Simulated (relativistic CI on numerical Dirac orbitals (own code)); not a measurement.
## d6 in a ligand field

Computed with a parametric ligand-field model of a d^n configuration (Racah B and C, spin-orbit zeta, crystal field), exact diagonalisation.

Field parameters in Wybourne normalisation: D3d B²₀ = −7Dσ, B⁴₀ = −14Dq − 21Dτ, B⁴₃ = −14√(10/7) Dq; D4h B²₀ = −7Ds, B⁴₀ = 21(Dq − Dt), B⁴₄ = 21√(5/14) Dq; Oh B⁴₀ = 21Dq, B⁴₄ = √(5/14) B⁴₀. The field is a parameter set, without covalency.

**Question.** Ground term and bands for B = 340, C = 1650, ζ = 0 cm⁻¹, D4h, 10Dq = 21950, Ds = -1200, Dt = -730 cm⁻¹?

**Answer.** Ground term 1A1 with 0.02 electrons in the two orbitals of the cubic e set. Spin-allowed: 1A2 20670 cm⁻¹ (484 nm), 1E 23804 cm⁻¹ (420 nm), 1E 31096 cm⁻¹ (322 nm), 1B2 34044 cm⁻¹ (294 nm). Lowest spin-forbidden: 3A2 17232 cm⁻¹ (580 nm), 3E 19046 cm⁻¹ (525 nm), 3E 26493 cm⁻¹ (377 nm).

**Question.** Ground term and bands for B = 790, C = 2860, ζ = 0 cm⁻¹, D3d, 10Dq = 15550, Dσ = -1200, Dτ = -210 cm⁻¹?

**Answer.** Ground term 1A1 with 0.07 electrons in the two orbitals of the cubic e set. Spin-allowed: 1E 12047 cm⁻¹ (830 nm), 1A2 14705 cm⁻¹ (680 nm), 1E 21869 cm⁻¹ (457 nm), 1A1 22614 cm⁻¹ (442 nm). Lowest spin-forbidden: 5E 3069 cm⁻¹ (3258 nm), 3E 5470 cm⁻¹ (1828 nm), 5A1 8157 cm⁻¹ (1226 nm).

**Question.** Ground term and bands for B = 580, C = 2850, ζ = 0 cm⁻¹, Oh, 10Dq = 7250 cm⁻¹?

**Answer.** Ground term 5T2 with 2.00 electrons in the two orbitals of the cubic e set. Spin-allowed: 5E 7250 cm⁻¹ (1379 nm). Lowest spin-forbidden: 3T1 8395 cm⁻¹ (1191 nm), 1A1 8745 cm⁻¹ (1144 nm), 3T2 10909 cm⁻¹ (917 nm).

**Question.** Ground term and bands for B = 370, C = 1730, ζ = 0 cm⁻¹, D4h, 10Dq = 12250, Ds = -1500, Dt = -540 cm⁻¹?

**Answer.** Ground term 1A1 with 0.04 electrons in the two orbitals of the cubic e set. Spin-allowed: 1A2 11122 cm⁻¹ (899 nm), 1E 12539 cm⁻¹ (798 nm), 1E 19896 cm⁻¹ (503 nm), 1A1 23319 cm⁻¹ (429 nm). Lowest spin-forbidden: 3A2 7379 cm⁻¹ (1355 nm), 3E 7498 cm⁻¹ (1334 nm), 5B2 14749 cm⁻¹ (678 nm).

**Question.** Ground term and bands for B = 650, C = 2910, ζ = 0 cm⁻¹, D3d, 10Dq = 21100, Dσ = 1200, Dτ = -100 cm⁻¹?

**Answer.** Ground term 1A1 with 0.06 electrons in the two orbitals of the cubic e set. Spin-allowed: 1A2 18242 cm⁻¹ (548 nm), 1E 19255 cm⁻¹ (519 nm), 1E 27321 cm⁻¹ (366 nm), 1A1 27922 cm⁻¹ (358 nm). Lowest spin-forbidden: 3A2 12041 cm⁻¹ (831 nm), 3E 12964 cm⁻¹ (771 nm), 5A1 14965 cm⁻¹ (668 nm).
